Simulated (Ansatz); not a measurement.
Worked example: C2H3F2I + C2H3I → C2H3FI2 + C2H3F

Species: C2H3F2I `FCC(F)I`, singlet; C2H3I (vinyl iodide) `C=CI`, singlet; C2H3FI2 `FC(I)CI`, singlet; C2H3F `C=CF`, singlet. The partners trade F for I; both sit on C, so the bond types are kept.

Shapes, held fixed at every level: PBE0-D4/def2-TZVP. Flexible molecules stand in one conformer, not always the lowest. Programs: Ansatz 0.2.0. The zero-point and thermal change to 298 K, harmonic and unscaled (PBE0-D4/def2-TZVP), is -0.4 kJ/mol.

At CCSD(T)/def2-TZVPP; 1 Eh = 2625.50 kJ/mol:

```
species  energy (Eh)
C2H3F2I  -574.479419
  C2H3I  -374.980574
C2H3FI2  -771.888717
  C2H3F  -177.576825
```

Q: Work out ΔH(298 K) of the reaction at this level.

A: 
1. Products less reactants: (-771.888717) + (-177.576825) − [(-574.479419) + (-374.980574)] = -0.005549 Eh = -14.6 kJ/mol.
2. With the thermal change: -14.6 + (-0.4) = -15.0 kJ/mol.

Other levels give -20.2 (PBE-D4/def2-TZVPP) to -11.0 kJ/mol (HF/def2-TZVPP). No measured value is set beside it here. For atoms past krypton def2 sets carry core potentials with scalar relativity. Outer-core shells of I are correlated, in sets that cover them unevenly.
